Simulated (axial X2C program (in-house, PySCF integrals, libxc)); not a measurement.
TlCl: from the spin-free to the two-component result

Computed with an in-house all-electron X2C program for linear molecules (integrals from PySCF). Spin-free means the one-electron spin-free X2C Hamiltonian; two-component (2c) means X2C with spin–orbit coupling and atomic mean-field two-electron Coulomb and Gaunt terms, so the difference of the two also holds small scalar two-electron terms. Basis: Tl dyall-cv3z [12s14p10d7f1g], Cl dyall-av3z [9s8p3d2f] (cores contracted in-house); Gaussian nuclei, density fitting, unrestricted open shells. Masses: Tl 204.974 u, Cl 34.969 u.

Spin-free state: M_S = 0, Λ = 0 (closed shell); fragments Tl + Cl.

```tsv
level	Re (Å)	ωe (cm⁻¹)	De (eV)	μ (D)
PBE0	2.508	277.0	4.395	-4.64
HF	2.540	265.9	3.176	-5.15
MP2	2.505	279.9	4.515	n/a
CCSD	2.520	274.2	4.240	n/a
CCSD(T)	2.518	275.6	4.340	n/a
PBE	2.530	268.3	4.531	-4.54
TPSS	2.531	269.9	4.504	-4.64
B97-3	2.537	266.2	4.456	-4.90
```

Correlated methods: 20 electrons correlated (number of frozen shells: Tl 5 s, 4 p, 2 d, 1 f; Cl 2 s, 1 p), 272 virtual spin orbitals or spinors in MP2, 140 natural virtuals in coupled cluster.

Dipoles are positive if Cl is the positive end.

Two-component determinant lowest at the distance of the search:

Ω = 0 (closed shell); fragments Tl + Cl.

```csv
level,Re (Å),ωe (cm⁻¹),De (eV),μ (D)
PBE0,2.500,278.6,3.826,-4.43
HF,2.531,268.2,2.485,-4.95
MP2,2.498,281.4,3.910,n/a
CCSD,2.513,275.7,3.602,n/a
CCSD(T),2.512,277.0,3.709,n/a
PBE,2.523,268.9,4.005,-4.34
TPSS,2.524,270.6,4.032,-4.44
B97-3,2.529,267.7,3.798,-4.70
```

(1) From the two tables, how do the constants change at the CCSD(T) level (2c against spin-free)?

Occupations by symmetry block were frozen at the best pattern of an incomplete PBE0 search. Closed shells are restricted here (equal orbitals for both partners); the stretched side of such a curve lies too high. Dissociation energies refer to the lowest single-determinant-based atoms at the same level and basis. CCSD and (T) use frozen natural virtuals with an MP2 correction for the truncation; (T) itself is uncorrected, so its De runs slightly low. In 2c an atomic determinant is not the ground J level, so De misses part of the atomic spin–orbit lowering. This holds for PBE0, PBE, TPSS. The functionals have no current-density term, which raises determinants with orbital currents, atoms included.

Answers

(1) At the CCSD(T) level Re drops by 0.006 Å and ωe rises by 1.4 cm⁻¹; De changes by -0.631 eV.
